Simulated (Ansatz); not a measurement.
GeH$_{4}$SO, singlet: at a first-order saddle point.

The input file, in.yaml:

```yaml
crystal:
  periodic: [false, false, false]
  atoms:
    - {symbol: Ge, position_ang: [-0.481417, 0.159336, 0.631172]}
    - {symbol: O, position_ang: [1.074839, -0.037028, -0.509755]}
    - {symbol: S, position_ang: [-1.223423, -1.503848, -0.470547]}
    - {symbol: H, position_ang: [0.318756, -0.899366, -0.917828]}
    - {symbol: H, position_ang: [-0.977921, 1.593695, 0.363748]}
    - {symbol: H, position_ang: [0.070274, 0.020224, 2.057513]}
    - {symbol: H, position_ang: [1.218893, 0.666886, -1.154303]}
basis:
  gaussian: {orbitals: def2-TZVPP}
hamiltonian: {xc: pbe}
correlation: {method: rpa}
```

Run by:

```bash
ansatz run in.yaml --threads 2 --pin off --events-out ev --progress --plain --max-ram 4352MiB
```

What Ansatz 0.2.0 printed:

```
Functional definition: PBE
  name "PBE"
  cite "Perdew, Burke & Ernzerhof, Phys. Rev. Lett. 77, 3865 (1996) doi:10.1103/PhysRevLett.77.3865"
  parent pbe
  parameter kappa = 0.804
  parameter beta = 0.06672455060314922
  exchange = pbe_x(kappa = kappa, mu = beta*pi^2/3)
  correlation = pbe_c(beta = beta)
1075 factors; integrals over basis functions are off by at most 8.0e-4 eV
mean field evaluation 1: about -69445.6656 eV, gradient 6.3e1 eV
mean field evaluation 2: about -69445.6613 eV, gradient 6.3e1 eV
mean field evaluation 4: about -69450.6719 eV, gradient 2.2e1 eV
mean field evaluation 8: about -69451.7799 eV, gradient 2.6e-1 eV
mean field evaluation 16: about -69451.7793 eV, gradient 7.9e-5 eV
mean field -69451.77929860 eV, -2552.3058131166 hartree, gradient 5.1e-6 eV, S^2 0.000000; 0 other end points of the search recorded, 0 dependent functions left out
15 core orbitals not correlated: weight in the atoms' cores, before any rotation towards them, 1.000 or more for the frozen orbitals, at most 0.000 for the correlated occupied ones
reference -69390.69333582 eV, -2550.0609453902 hartree; 15, 15 occupied and 147, 147 virtual orbitals, 1075 factors
Total energy: -69420.96281457 eV, -2551.1733282167 hartree
```

Hardware: 2 CPU threads of an Intel Xeon Platinum 8488C, shared host. Wall time about 3.6 s.
